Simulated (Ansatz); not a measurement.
Reaction (homolysis of the F–In bond): `[CH3][In]([F])[SH]` → F• + `[CH3][In][SH]`•

Computed with Ansatz on PBE0-D4/def2-TZVP structures; ΔE is electronic, products minus reactants. CCSD(T)/CBS is the MP2 limit (def2-TZVPP, def2-QZVPP) plus CCSD(T) − MP2 in def2-TZVPP, frozen cores. This one scheme is used for every species, atoms too. Functionals use def2-TZVPP. Open shells (•) are unrestricted, without spin–orbit coupling. Spin–orbit coupling would lower the free atoms: a little for F. Elements past krypton have def2 core potentials. For In outer-core shells are correlated without core-valence functions, so the limit isn't a true one: a few kJ/mol of doubt a bond, and 10 to 20 or more in all where bonds break to atoms. Each species was taken in one conformer, which may not be the lowest.

```csv
species,revPBE energy (Eh)
`[CH3][In]([F])[SH]`,-728.76013
F•,-99.73486
`[CH3][In][SH]`•,-628.84577
```

Q: Work out ΔE.

A: ΔE = (-99.73486) + (-628.84577) − (-728.76013) = 0.17950 Eh = +471.3 kJ/mol. CCSD(T)/CBS gives +505.1 kJ/mol.

Largest T1 diagnostic among the species: 0.016.

At CCSD(T), def2-SVP lies −47.8 kJ/mol from the extrapolated value and def2-TZVPP −24.6 kJ/mol: correlation converges slowly with the basis, and small sets miss more of it in the bonded molecule than in its fragments. From BLYP to BHLYP (50 % exact exchange), in def2-TZVPP and without D4, ΔE moves by −33.6 kJ/mol: exact exchange takes away binding that semilocal exchange gives to molecules.
